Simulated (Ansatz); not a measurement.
Level of theory: PBE0-D3(BJ)/def2-SVP (Ansatz, a quantum-chemistry and plane-wave program). No frequencies were computed at this level.

Ansatz 0.2 input:
```yaml
crystal:
  periodic: [false, false, false]
  atoms:
    - { symbol: Al, position_ang: [-0.054596, -0.235538, 0.026811] }
    - { symbol: Cl, position_ang: [1.519543, -1.07624, -0.999744] }
    - { symbol: Cl, position_ang: [-1.929755, -0.429108, -0.786413] }
    - { symbol: Cl, position_ang: [0.099926, -0.18245, 2.079923] }
    - { symbol: C, position_ang: [-0.54206, 2.721178, -0.890979] }
    - { symbol: O, position_ang: [0.323601, 1.734307, -0.362134] }
    - { symbol: C, position_ang: [1.589989, 2.255257, -0.000398] }
    - { symbol: H, position_ang: [-0.111732, 3.157349, -1.797214] }
    - { symbol: H, position_ang: [-1.482266, 2.230373, -1.132167] }
    - { symbol: H, position_ang: [-0.718405, 3.508595, -0.152466] }
    - { symbol: H, position_ang: [2.174921, 1.428418, 0.399905] }
    - { symbol: H, position_ang: [1.480952, 3.028671, 0.764776] }
    - { symbol: H, position_ang: [2.095291, 2.669852, -0.877171] }
basis:
  gaussian: { orbitals: def2-svp }
hamiltonian:
  xc: pbe0
  dispersion: d3bj
relax:
  max_steps: 150
```

Output:

```
[...]
reference -48353.20501556 eV, -1776.9475093422 hartree; 45, 45 occupied and 99, 99 virtual orbitals, 1485 factors
relax step   4: F+E_penalty+E_count = -48353.57788075 eV  Δ(F+E_penalty+E_count) = -1.923e-3 eV  max|allowed force component| = 9.639e-2 eV/Å  Δτ_max = 0.0397 Å  (29 SCF iters, accepted)
these checks for a lower state are left out or cut short: starts, cluster_reference, orbital_swaps, neighbouring_geometries, increment
1485 factors; integrals over basis functions are off by at most 2.9e-4 eV
mean field -48353.20580419 eV, -1776.9475383239 hartree, gradient 6.9e-6 eV, S^2 0.000000; 0 other end points of the search recorded, 0 dependent functions left out
reference -48353.20583603 eV, -1776.9475394940 hartree; 45, 45 occupied and 99, 99 virtual orbitals, 1485 factors
relax step   5: F+E_penalty+E_count = -48353.57917188 eV  Δ(F+E_penalty+E_count) = -1.291e-3 eV  max|allowed force component| = 3.156e-2 eV/Å  Δτ_max = 0.0135 Å  (24 SCF iters, accepted)
these checks for a lower state are left out or cut short: starts, cluster_reference, orbital_swaps, neighbouring_geometries, increment
1485 factors; integrals over basis functions are off by at most 2.8e-4 eV
mean field -48353.20691940 eV, -1776.9475793070 hartree, gradient 1.3e-5 eV, S^2 0.000000; 0 other end points of the search recorded, 0 dependent functions left out
reference -48353.20695118 eV, -1776.9475804751 hartree; 45, 45 occupied and 99, 99 virtual orbitals, 1485 factors
relax step   6: F+E_penalty+E_count = -48353.58124500 eV  Δ(F+E_penalty+E_count) = -2.073e-3 eV  max|allowed force component| = 6.126e-2 eV/Å  Δτ_max = 0.0625 Å  (28 SCF iters, accepted)
these checks for a lower state are left out or cut short: starts, cluster_reference, orbital_swaps, neighbouring_geometries, increment
1485 factors; integrals over basis functions are off by at most 2.8e-4 eV
mean field -48353.20279555 eV, -1776.9474277583 hartree, gradient 2.0e-5 eV, S^2 0.000000; 0 other end points of the search recorded, 0 dependent functions left out
reference -48353.20282707 eV, -1776.9474289167 hartree; 45, 45 occupied and 99, 99 virtual orbitals, 1485 factors
relax step   7: F+E_penalty+E_count = -48353.57847406 eV  Δ(F+E_penalty+E_count) = +2.771e-3 eV  max|allowed force component| = 3.116e-1 eV/Å  Δτ_max = 0.1924 Å  (28 SCF iters, rejected (line search))
these checks for a lower state are left out or cut short: starts, cluster_reference, orbital_swaps, neighbouring_geometries, increment
1485 factors; integrals over basis functions are off by at most 2.8e-4 eV
mean field -48353.21157455 eV, -1776.9477503809 hartree, gradient 1.5e-5 eV, S^2 0.000000; 0 other end points of the search recorded, 0 dependent functions left out
reference -48353.21160630 eV, -1776.9477515477 hartree; 45, 45 occupied and 99, 99 virtual orbitals, 1485 factors
relax step   8: F+E_penalty+E_count = -48353.58605966 eV  Δ(F+E_penalty+E_count) = -4.815e-3 eV  max|allowed force component| = 3.134e-2 eV/Å  Δτ_max = 0.0962 Å  (29 SCF iters, accepted)
these checks for a lower state are left out or cut short: starts, cluster_reference, orbital_swaps, neighbouring_geometries, increment
1485 factors; integrals over basis functions are off by at most 2.8e-4 eV
mean field evaluation 64: about -48353.1140 eV, gradient 4.4e0 eV
mean field -48353.21577626 eV, -1776.9479047906 hartree, gradient 1.2e-5 eV, S^2 0.000000; 0 other end points of the search recorded, 0 dependent functions left out
reference -48353.21580785 eV, -1776.9479059516 hartree; 45, 45 occupied and 99, 99 virtual orbitals, 1485 factors
relax step   9: F+E_penalty+E_count = -48353.59038099 eV  Δ(F+E_penalty+E_count) = -4.321e-3 eV  max|allowed force component| = 1.057e-1 eV/Å  Δτ_max = 0.0987 Å  (26 SCF iters, accepted)
these checks for a lower state are left out or cut short: starts, cluster_reference, orbital_swaps, neighbouring_geometries, increment
1485 factors; integrals over basis functions are off by at most 2.8e-4 eV
mean field -48353.21629901 eV, -1776.9479240013 hartree, gradient 1.6e-5 eV, S^2 0.000000; 0 other end points of the search recorded, 0 dependent functions left out
reference -48353.21633045 eV, -1776.9479251570 hartree; 45, 45 occupied and 99, 99 virtual orbitals, 1485 factors
relax step  10: F+E_penalty+E_count = -48353.59173739 eV  Δ(F+E_penalty+E_count) = -1.356e-3 eV  max|allowed force component| = 2.353e-1 eV/Å  Δτ_max = 0.1013 Å  (27 SCF iters, accepted)
these checks for a lower state are left out or cut short: starts, cluster_reference, orbital_swaps, neighbouring_geometries, increment
1485 factors; integrals over basis functions are off by at most 2.8e-4 eV
mean field -48353.22119287 eV, -1776.9481038474 hartree, gradient 1.5e-5 eV, S^2 0.000000; 0 other end points of the search recorded, 0 dependent functions left out
reference -48353.22122430 eV, -1776.9481050026 hartree; 45, 45 occupied and 99, 99 virtual orbitals, 1485 factors
relax step  11: F+E_penalty+E_count = -48353.59694050 eV  Δ(F+E_penalty+E_count) = -5.203e-3 eV  max|allowed force component| = 1.304e-1 eV/Å  Δτ_max = 0.0384 Å  (28 SCF iters, accepted)
these checks for a lower state are left out or cut short: starts, cluster_reference, orbital_swaps, neighbouring_geometries, increment
1485 factors; integrals over basis functions are off by at most 2.7e-4 eV
mean field -48353.22289051 eV, -1776.9481662345 hartree, gradient 1.7e-5 eV, S^2 0.000000; 0 other end points of the search recorded, 0 dependent functions left out
reference -48353.22292194 eV, -1776.9481673897 hartree; 45, 45 occupied and 99, 99 virtual orbitals, 1485 factors
relax step  12: F+E_penalty+E_count = -48353.60115554 eV  Δ(F+E_penalty+E_count) = -4.215e-3 eV  max|allowed force component| = 2.371e-1 eV/Å  Δτ_max = 0.1273 Å  (27 SCF iters, accepted)
these checks for a lower state are left out or cut short: starts, cluster_reference, orbital_swaps, neighbouring_geometries, increment
1485 factors; integrals over basis functions are off by at most 2.7e-4 eV
mean field evaluation 96: about -48353.2279 eV, gradient 2.0e-4 eV
mean field -48353.22792642 eV, -1776.9483513011 hartree, gradient 1.8e-5 eV, S^2 0.000000; 0 other end points of the search recorded, 0 dependent functions left out
reference -48353.22795794 eV, -1776.9483524593 hartree; 45, 45 occupied and 99, 99 virtual orbitals, 1485 factors
relax step  13: F+E_penalty+E_count = -48353.60605264 eV  Δ(F+E_penalty+E_count) = -4.897e-3 eV  max|allowed force component| = 2.011e-1 eV/Å  Δτ_max = 0.1109 Å  (27 SCF iters, accepted)
these checks for a lower state are left out or cut short: starts, cluster_reference, orbital_swaps, neighbouring_geometries, increment
1485 factors; integrals over basis functions are off by at most 2.9e-4 eV
mean field -48353.22604190 eV, -1776.9482820459 hartree, gradient 2.2e-5 eV, S^2 0.000000; 0 other end points of the search recorded, 0 dependent functions left out
reference -48353.22607336 eV, -1776.9482832023 hartree; 45, 45 occupied and 99, 99 virtual orbitals, 1485 factors
relax step  14: F+E_penalty+E_count = -48353.60513575 eV  Δ(F+E_penalty+E_count) = +9.169e-4 eV  max|allowed force component| = 2.036e-1 eV/Å  Δτ_max = 0.1674 Å  (27 SCF iters, rejected (line search))
these checks for a lower state are left out or cut short: starts, cluster_reference, orbital_swaps, neighbouring_geometries, increment
1485 factors; integrals over basis functions are off by at most 2.8e-4 eV
mean field -48353.22616957 eV, -1776.9482867377 hartree, gradient 1.6e-5 eV, S^2 0.000000; 0 other end points of the search recorded, 0 dependent functions left out
reference -48353.22620104 eV, -1776.9482878944 hartree; 45, 45 occupied and 99, 99 virtual orbitals, 1485 factors
relax step  15: F+E_penalty+E_count = -48353.60542393 eV  Δ(F+E_penalty+E_count) = +6.287e-4 eV  max|allowed force component| = 1.917e-1 eV/Å  Δτ_max = 0.0591 Å  (28 SCF iters, rejected (line search))
these checks for a lower state are left out or cut short: starts, cluster_reference, orbital_swaps, neighbouring_geometries, increment
1485 factors; integrals over basis functions are off by at most 2.8e-4 eV
mean field -48353.22997066 eV, -1776.9484264253 hartree, gradient 1.6e-5 eV, S^2 0.000000; 0 other end points of the search recorded, 0 dependent functions left out
reference -48353.23000216 eV, -1776.9484275830 hartree; 45, 45 occupied and 99, 99 virtual orbitals, 1485 factors
relax step  16: F+E_penalty+E_count = -48353.60886790 eV  Δ(F+E_penalty+E_count) = -2.815e-3 eV  max|allowed force component| = 2.803e-2 eV/Å  Δτ_max = 0.0283 Å  (30 SCF iters, accepted)
these checks for a lower state are left out or cut short: starts, cluster_reference, orbital_swaps, neighbouring_geometries, increment
1485 factors; integrals over basis functions are off by at most 2.8e-4 eV
mean field -48353.23050343 eV, -1776.9484460041 hartree, gradient 1.5e-5 eV, S^2 0.000000; 0 other end points of the search recorded, 0 dependent functions left out
reference -48353.23053489 eV, -1776.9484471604 hartree; 45, 45 occupied and 99, 99 virtual orbitals, 1485 factors
relax step  17: F+E_penalty+E_count = -48353.61027114 eV  Δ(F+E_penalty+E_count) = -1.403e-3 eV  max|allowed force component| = 5.382e-2 eV/Å  Δτ_max = 0.0976 Å  (27 SCF iters, accepted)
these checks for a lower state are left out or cut short: starts, cluster_reference, orbital_swaps, neighbouring_geometries, increment
1485 factors; integrals over basis functions are off by at most 2.8e-4 eV
mean field evaluation 128: about -48353.1971 eV, gradient 3.3e-3 eV
mean field -48353.23079428 eV, -1776.9484566926 hartree, gradient 1.6e-5 eV, S^2 0.000000; 0 other end points of the search recorded, 0 dependent functions left out
reference -48353.23082573 eV, -1776.9484578486 hartree; 45, 45 occupied and 99, 99 virtual orbitals, 1485 factors
relax step  18: F+E_penalty+E_count = -48353.61069076 eV  Δ(F+E_penalty+E_count) = -4.196e-4 eV  max|allowed force component| = 4.587e-2 eV/Å  Δτ_max = 0.0289 Å  (29 SCF iters, accepted)
these checks for a lower state are left out or cut short: starts, cluster_reference, orbital_swaps, neighbouring_geometries, increment
1485 factors; integrals over basis functions are off by at most 2.8e-4 eV
mean field -48353.22806383 eV, -1776.9483563505 hartree, gradient 1.5e-5 eV, S^2 0.000000; 0 other end points of the search recorded, 0 dependent functions left out
reference -48353.22809530 eV, -1776.9483575071 hartree; 45, 45 occupied and 99, 99 virtual orbitals, 1485 factors
relax step  19: F+E_penalty+E_count = -48353.60861620 eV  Δ(F+E_penalty+E_count) = +2.075e-3 eV  max|allowed force component| = 1.888e-1 eV/Å  Δτ_max = 0.0366 Å  (29 SCF iters, rejected (line search))
these checks for a lower state are left out or cut short: starts, cluster_reference, orbital_swaps, neighbouring_geometries, increment
1485 factors; integrals over basis functions are off by at most 2.8e-4 eV
mean field -48353.23106276 eV, -1776.9484665592 hartree, gradient 1.5e-5 eV, S^2 0.000000; 0 other end points of the search recorded, 0 dependent functions left out
reference -48353.23109421 eV, -1776.9484677151 hartree; 45, 45 occupied and 99, 99 virtual orbitals, 1485 factors
relax step  20: F+E_penalty+E_count = -48353.61129868 eV  Δ(F+E_penalty+E_count) = -6.079e-4 eV  max|allowed force component| = 3.538e-3 eV/Å  Δτ_max = 0.0183 Å  (29 SCF iters, accepted)
these checks for a lower state are left out or cut short: starts, cluster_reference, orbital_swaps, neighbouring_geometries, increment
1485 factors; integrals over basis functions are off by at most 2.8e-4 eV
mean field -48353.23099062 eV, -1776.9484639083 hartree, gradient 1.5e-5 eV, S^2 0.000000; 0 other end points of the search recorded, 0 dependent functions left out
reference -48353.23102207 eV, -1776.9484650638 hartree; 45, 45 occupied and 99, 99 virtual orbitals, 1485 factors
relax step  21: F+E_penalty+E_count = -48353.61139440 eV  Δ(F+E_penalty+E_count) = -9.572e-5 eV  max|allowed force component| = 4.334e-3 eV/Å  Δτ_max = 0.0217 Å  (28 SCF iters, accepted)
1485 factors; integrals over basis functions are off by at most 2.8e-4 eV
mean field evaluation 160: about -48353.1912 eV, gradient 1.8e0 eV
mean field -48353.23099062 eV, -1776.9484639083 hartree, gradient 1.5e-5 eV, S^2 0.000000; 1 other end points of the search recorded, 0 dependent functions left out
reference -48353.23102207 eV, -1776.9484650638 hartree; 45, 45 occupied and 99, 99 virtual orbitals, 1485 factors
Total energy: -48353.61142584 eV, -1776.9624446447 hartree
Atom 0 at    -0.079877    -0.076554     0.023181 Å, force    -0.003110     0.000040     0.001153 eV/Å
Atom 1 at     1.648295    -1.222391    -0.393991 Å, force     0.000932    -0.001933     0.000696 eV/Å
Atom 2 at    -1.797205    -0.492069    -1.139637 Å, force    -0.000673    -0.002288    -0.000468 eV/Å
Atom 3 at    -0.422362     0.391156     2.062207 Å, force     0.000225    -0.001892    -0.002029 eV/Å
Atom 4 at    -0.586537     2.677160    -0.735527 Å, force    -0.000594     0.001479    -0.004324 eV/Å
Atom 5 at     0.430383     1.678155    -0.614054 Å, force     0.002202     0.000709     0.003545 eV/Å
Atom 6 at     1.706518     2.192423    -0.220959 Å, force    -0.004319     0.003756    -0.000708 eV/Å
Atom 7 at    -0.250923     3.436851    -1.455224 Å, force     0.001369     0.001610    -0.000637 eV/Å
Atom 8 at    -1.484308     2.171947    -1.110028 Å, force     0.002238    -0.001357     0.000708 eV/Å
Atom 9 at    -0.784495     3.130339     0.247616 Å, force    -0.000124     0.001747     0.004334 eV/Å
Atom 10 at     2.407759     1.350367    -0.243544 Å, force     0.002099    -0.001626    -0.000152 eV/Å
Atom 11 at     1.643494     2.611118     0.794970 Å, force     0.000399     0.000270    -0.000155 eV/Å
Atom 12 at     2.014668     2.962162    -0.942279 Å, force    -0.000645    -0.000516    -0.001966 eV/Å
Dipole moment:     0.320818     1.233728    -0.276653 e Å
```

Cost: roughly 4 core-minutes.
